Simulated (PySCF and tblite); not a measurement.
The numbers below are computed, except where a source is named.
**Ring inversion: stationary points, barriers and rates**

System: C₇H₉N, numbered as in [CH3:1][N:2]1[CH:3]=[CH:4][CH:5]=[CH:6][CH:7]=[CH:8]1.

Motion: inversion of the 7-membered ring (2–3–4–5–6–7–8). The path came from a restrained scan, a climbing-image band and a saddle search at GFN2-xTB; energies are PBE/pcSseg-1 + D3(BJ)//GFN2-xTB, thermal terms GFN2-xTB. Rate constants are transition-state-theory values, counting equivalent paths, without tunnelling. Run with tblite and PySCF.

```csv
point,symmetry,E(GFN2) kcal/mol,E(DFT) kcal/mol,ZPE change kcal/mol,lowest mode cm⁻¹,dipole D
start,Cs,0.0,0.0,0.00,99,1.29
saddle,Cs,2.4,3.1,0.08,76i,1.91
end,Cs,0.0,0.0,0.00,98,1.29
```

```json
{"Electronic barrier": "3.1 kcal/mol", "Barrier with zero-point energy": "3.2 kcal/mol", "ΔH‡ (298 K)": "2.9 kcal/mol", "ΔS‡ (298 K, symmetry apart)": "-1.3 cal/(mol K)", "Paths": "1 equivalent path", "End point": "the same structure with atoms interchanged, or its mirror image", "Mean lifetime of the start against this motion at 298 K": "42 ps", "Cost": "92 s on 1 thread of Arm Neoverse V1, on a host shared with other jobs (rough), peak memory 0.72 GiB, launched as `OMP_NUM_THREADS=1 python ens_run.py task.json out`"}
```

| T/K | ΔG‡ kcal/mol | k s⁻¹ |
| --- | --- | --- |
| 150 | 3.1 | 8.2×10⁷ |
| 200 | 3.2 | 1.4×10⁹ |
| 250 | 3.2 | 7.9×10⁹ |
| 298 | 3.3 | 2.4×10¹⁰ |
| 350 | 3.4 | 5.6×10¹⁰ |
| 400 | 3.5 | 1×10¹¹ |
| 500 | 3.8 | 2.4×10¹¹ |

ΔG and ΔG‡ leave out symmetry numbers and mirror images; rates count paths: 1 out.
